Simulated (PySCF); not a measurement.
# How methods differ on the excitation energy of P²⁺

P²⁺ [Ne] 3s2 3p1 (2P) → P²⁺ [Ne] 3s2 4s1 (2S), as a difference of total energies. Calculation: PySCF 2.14, in aug-cc-pwCVDZ (6s5p3d, 36 functions); no relativity, point nucleus. Correlated levels: valence: [Ne] frozen. The calculations carry no spin-orbit coupling.

```tsv
method	excitation energy (cm⁻¹)
UHF	118020
MP2 (valence)	117270
SCS-MP2 (valence)	117430
CCSD (valence)	118270
CCSD(T) (valence)	118080
CCSDT (valence)	118000
```

A first-order spin-orbit estimate (lowest level to lowest level, LS coupling) adds 0.040 eV.

The promoted electron is Rydberg-like, and one or two diffuse shells describe it only roughly, which tends to raise the upper state.
